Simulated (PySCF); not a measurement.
Method: PySCF energies plus ideal-gas RRHO corrections (1 bar). The comparison is the NASA 1993 polynomial table, which mixes measured and estimated data. S°(298 K) at PBE0/def2-TZVP differs from the NASA 1993 table for PbI₂ (-6 J/mol/K); whether the harmonic model or the table's entry is off was not settled. All species are closed-shell singlets. I, Pb: scalar-relativistic def2 core potential, no spin-orbit coupling. The harmonic model lacks anharmonicity and excited electronic states, which grow with temperature; levels with a mode under 35 cm⁻¹ are left out. Soft modes under 120 cm⁻¹ make the harmonic entropy rough for PbI₂. The table's entry may be an old estimate for PbI₂ (not checked at source).

Harmonic frequencies at PBE/def2-SVP (cm⁻¹): 45, 158, 159. Point group C2v; S°(298 K) = 355.5 J/mol/K at this level.

Problem. Work out Cp and S° of gaseous PbI₂ at 500, 800, 1200, 1600, 2000 K from these, and set them beside the table.

Solution. 
```tsv
T (K)	Cp PBE/def2-SVP	Cp table	S° PBE/def2-SVP	S° table
500	57.9	58.0	385.4	389.5
800	58.1	58.1	412.6	416.7
1200	58.1	58.2	436.2	440.3
1600	58.2	58.2	452.9	457.1
2000	58.2	58.2	465.9	470.0
```
Units J/mol/K.
